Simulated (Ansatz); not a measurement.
All values below come from frozen-core CCSD(T)/cc-pVTZ // PBE-D3(BJ)/def2-TZVP (Ansatz, an electronic-structure program).

Ansatz 0.2 input:
```yaml
crystal:
  periodic: [false, false, false]
  atoms:
    - { symbol: C, position_ang: [-0.736261, -0.068261, 0.189898] }
    - { symbol: O, position_ang: [0.371777, -0.893431, -0.328174] }
    - { symbol: C, position_ang: [1.518328, -0.261615, -0.488834] }
    - { symbol: O, position_ang: [1.829245, 0.876879, -0.28801] }
    - { symbol: H, position_ang: [-0.940517, 0.748323, -0.51319] }
    - { symbol: H, position_ang: [-1.588341, -0.748987, 0.265824] }
    - { symbol: H, position_ang: [-0.460548, 0.335897, 1.171484] }
basis:
  gaussian: { orbitals: cc-pVTZ }
correlation:
  method: ccsd_t
magnetization:
  spin_polarized: true
  initial_magnetization: 1
```

Output:

```
Functional definition: HF
954 factors; integrals over basis functions are off by at most 9.1e-4 eV
mean field evaluation 1: about -6180.3731 eV, gradient 2.6e1 eV
mean field evaluation 2: about -6180.3776 eV, gradient 2.6e1 eV
mean field evaluation 4: about -6183.3855 eV, gradient 3.7e0 eV
mean field evaluation 8: about -6183.5064 eV, gradient 3.3e-1 eV
mean field evaluation 16: about -6180.3737 eV, gradient 2.6e1 eV
mean field -6183.51098346 eV, -227.2398373080 hartree, gradient 2.1e-6 eV, S^2 0.763260; 0 other end points of the search recorded, 0 dependent functions left out
4 core orbitals not correlated
reference -6183.51098346 eV, -227.2398373080 hartree; 12, 11 occupied and 146, 147 virtual orbitals, 954 factors
second order -20.95005121 eV of doubles, -0.00000000 eV of singles
cycle   1  -20.59053549 eV  change    3.6e-1 eV  update   1.2e-1
cycle   2  -21.19653782 eV  change   -6.1e-1 eV  update   3.9e-2
cycle   3  -21.36066992 eV  change   -1.6e-1 eV  update   2.4e-2
cycle   4  -21.34701207 eV  change    1.4e-2 eV  update   8.4e-3
cycle   5  -21.34612038 eV  change    8.9e-4 eV  update   4.8e-3
cycle   6  -21.34875907 eV  change   -2.6e-3 eV  update   2.0e-3
cycle   7  -21.34882333 eV  change   -6.4e-5 eV  update   1.0e-3
cycle   8  -21.34911973 eV  change   -3.0e-4 eV  update   3.8e-4
cycle   9  -21.34923861 eV  change   -1.2e-4 eV  update   1.6e-4
cycle  10  -21.34910805 eV  change    1.3e-4 eV  update   7.0e-5
cycle  11  -21.34917605 eV  change   -6.8e-5 eV  update   3.2e-5
cycle  12  -21.34917530 eV  change    7.5e-7 eV  update   1.2e-5
perturbative correction -0.94163716 eV, -0.0346045275 hartree
Total energy: -6205.80179593 eV, -228.0590095568 hartree
```

Cost: about 5 core-minutes (a rough figure).
